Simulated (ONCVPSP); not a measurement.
carbon (C): variants of one ONCV potential

Base potential:

ONCVPSP 4.0.1 input, shortened (lines: element, Z, core and valence counts, functional; n l f; lmax; l rc ep ncon nbas qcut; lloc lpopt rc5 dvloc0; l nproj debl; icmod fcfact rcfact), PBE, scalar-relativistic:

```
  C 6.00    1    2        4      upf
    1    0    2.00
    2    0    2.00
    2    1    2.00
    2
    0    0.95    0.00    4    7    8.40
    1    3.15    0.00    4    7    5.40
    2    2.40    0.40    3    6    4.80
    4    5    0.95    0.00
    0    2    2.20
    1    2    3.90
    2    1    3.30
    3    4.00    1.75
```

Cutoffs, loose and tight: the cutoffs (Ha) at which the residual kinetic energy of the hardest occupied pseudo-wave falls to 1 and 0.1 mHa per electron. They do not see the model core or the augmentation charge, which bear on the density cutoff. Test errors are all-electron minus pseudo excitation energies from the reference, over the configurations 2s2 2p1; 2s2 2p0; 2s1 2p0; 2s1 2p2. A dash means not determined; rows that change the core or the reference have their own tests.

For the base: The cutoffs count occupied waves only; projector 2 of the s channel, the hardest unoccupied one, needs 76 Ha at the loose tolerance.

| change | outcome | cutoff, loose | cutoff, tight | bound ghosts | GHOST(+) flags above zero | largest test error (meV) |
| --- | --- | --- | --- | --- | --- | --- |
| base | generated | 20 Ha | 27 Ha | none | p | +2229 |
| core correction Teter function, fcfact 1.5, rcfact 1.75 | generated | 20 Ha | 27 Ha | none | p | +2188 |
| core correction Teter function, fcfact 2.1, rcfact 1.75 | generated | 20 Ha | 27 Ha | none | p | +2201 |
| core correction Teter function, fcfact 2.9, rcfact 1.75 | generated | 20 Ha | 27 Ha | none | p | +2218 |
| core correction Teter function, fcfact 3.6, rcfact 1.75 | generated | 20 Ha | 27 Ha | none | p | +2226 |
| core correction Teter function, fcfact 4.2, rcfact 1.75 | generated | 20 Ha | 27 Ha | none | p | +2229 |
| core correction Teter function, fcfact 5, rcfact 1.75 | generated | 20 Ha | 27 Ha | none | p | +2226 |
| core correction Teter function, fcfact 5.5, rcfact 1.75 | generated | 20 Ha | 27 Ha | none | p | +2220 |
| core correction Teter function, fcfact 6.1, rcfact 1.75 | generated | 20 Ha | 27 Ha | none | p | +2215 |
| core correction Teter function, fcfact 7.1, rcfact 1.75 | generated | 20 Ha | 27 Ha | none | p | +2201 |
| core correction Teter function, fcfact 7.8, rcfact 1.75 | generated | 20 Ha | 27 Ha | none | p | +2188 |

Reading the sweep of the fcfact (base included, trends over the rows without a ghost): The loose cutoff stays near 20 Ha. The median size of the test errors (rows with all tests solved) stays near 669.9 meV.
